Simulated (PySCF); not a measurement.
# Calculated NMR parameters of [H]/N=C(\CC#C[SiH3])C(N)=O

```yaml
Formula: C5H8N2OSi
SMILES: "[H]/N=C(\\CC#C[SiH3])C(N)=O"
Point_group_of_the_computed_structure: C1
Degrees_of_unsaturation: 4
Carbon_signals: 5
Proton_signals: 5
```

Molfile (atoms numbered from 1):
```
C5H8N2OSi
     RDKit          3D

 17 16  0  0  0  0  0  0  0  0999 V2000
   -1.5775    0.1366    0.1472 N   0  0  0  0  0  0  0  0  0  0  0  0
   -0.7667    0.7864   -0.5642 C   0  0  0  0  0  0  0  0  0  0  0  0
    0.7294    0.6266   -0.6565 C   0  0  0  0  0  0  0  0  0  0  0  0
    1.2235   -0.4261    0.2019 C   0  0  0  0  0  0  0  0  0  0  0  0
    1.5441   -1.3184    0.9468 C   0  0  0  0  0  0  0  0  0  0  0  0
    2.0910   -2.6753    2.0717 Si  0  0  0  0  0  4  0  0  0  0  0  0
   -1.3306    1.8751   -1.4549 C   0  0  0  0  0  0  0  0  0  0  0  0
   -2.6616    1.9992   -1.3324 N   0  0  0  0  0  0  0  0  0  0  0  0
   -0.6345    2.5463   -2.1873 O   0  0  0  0  0  0  0  0  0  0  0  0
   -1.1552   -0.5858    0.7302 H   0  0  0  0  0  0  0  0  0  0  0  0
    1.1902    1.5858   -0.3979 H   0  0  0  0  0  0  0  0  0  0  0  0
    0.9857    0.4277   -1.7025 H   0  0  0  0  0  0  0  0  0  0  0  0
    3.2282   -2.1922    2.8573 H   0  0  0  0  0  0  0  0  0  0  0  0
    0.9598   -3.0083    2.9432 H   0  0  0  0  0  0  0  0  0  0  0  0
    2.4676   -3.8284    1.2507 H   0  0  0  0  0  0  0  0  0  0  0  0
   -3.1656    2.6833   -1.8698 H   0  0  0  0  0  0  0  0  0  0  0  0
   -3.1347    1.3795   -0.6945 H   0  0  0  0  0  0  0  0  0  0  0  0
 10  1  1  0
  1  2  2  0
  2  3  1  0
  3  4  1  0
  4  5  3  0
  5  6  1  0
  2  7  1  0
  7  8  1  0
  7  9  2  0
  3 11  1  0
  3 12  1  0
  6 13  1  0
  6 14  1  0
  6 15  1  0
  8 16  1  0
  8 17  1  0
M  END
```

- GFN2-xTB geometry
- shielding tensors at PBE0/pcSseg-1 (GIAO)
- program: PySCF 2.14.0 with density-fitted response routines
- in vacuum, one conformer, equivalent nuclei averaged, no relativistic terms

Shifts are taken against calculated references (same method and geometry level): 1H, 13C, 29Si vs TMS; 15N against NH3; 17O vs H2O.

| carbon | δC, type | δH (multiplicity) | HMBC from (2–3 bonds) | span of the C tensor (ppm) |
| --- | --- | --- | --- | --- |
| C2 | 172.4, C | – | H11/H12 | 226 |
| C3 | 28.9, CH2 | 3.59 (s) | – | 28 |
| C4 | 112.5, C | – | H13/H14/H15, H11/H12 | 290 |
| C5 | 87.9, C | – | H13/H14/H15, H11/H12 | 249 |
| C7 | 165.5, C | – | H11/H12 | 170 |

Other nuclei:
```
      atoms  nucleus                         environment  δ (ppm)  σ (ppm)
        H10       1H       hydrogen on an imine nitrogen    11.88    19.84
        H17       1H  hydrogen on an amide-type nitrogen     7.75    23.96
        H16       1H  hydrogen on an amide-type nitrogen     4.54    27.18
H13/H14/H15       1H   hydrogen on a silicon bonded to C     4.35    27.37
        Si6     29Si            silicon bonded to C, 3 H    -99.1    448.3
         N1      15N                      imine nitrogen    345.0    -77.2
         N8      15N                 amide-type nitrogen    108.2    159.5
         O9      17O          amide-type carbonyl oxygen    388.5    -52.4
```

1. Carbon types of the structure: 4 × C, 1 × CH2, leaving 6 H on heteroatoms.
2. δC 172.4: C=N carbon.
3. δC 165.5: amide carbonyl carbon; lone-pair donation from the attached heteroatom keeps it upfield of a ketone carbonyl.
4. δC 112.5, 87.9: alkyne carbon.
5. δC 28.9: propargylic sp3 CH2; saturated and bonded to C and H only.
6. δH 11.88: hydrogen on an imine nitrogen; labile proton, position sensitive to the medium.

Exchangeable OH/NH protons stand at their gas-phase positions; hydrogen bonding in a real sample shifts them, mostly to higher δ. The two substituents on the amide-type nitrogen aren't averaged: C–N rotation is slow on the NMR time scale. Shifts are as computed. Against solution values, carbons near 30 ppm lie about +3 ppm off and those near 130 ppm about +5 ppm. Of 1211 compounds with measured shifts, 218 miss one by over three times the rms of a fit or turn the order of signals round; such compounds aren't used in these exercises. Hydrogen bonding in solution shields acid and N–H amide carbonyl oxygens by tens of ppm. Hydrogen bonding in solution deshields acid and N–H amide carbonyl carbons by as much as 10 ppm beyond these values. Unscaled 17O shifts of doubly bonded oxygen tend to come out too high, by tens of ppm or more. Experimental scales use liquid or dissolved standards, which lie at an offset from isolated NH3 (liquid NH3: subtract about 20 ppm) and H2O (liquid H2O: subtract about 36 ppm). Unscaled 15N shifts of sp2 nitrogen come out 20 to 40 ppm too high even then. No couplings were computed; multiplicities are counted from neighbouring protons, with m where these are inequivalent, close in shift, in a saturated or five-membered ring or joined by F or P, and br s for small geminal =CH2 splittings.
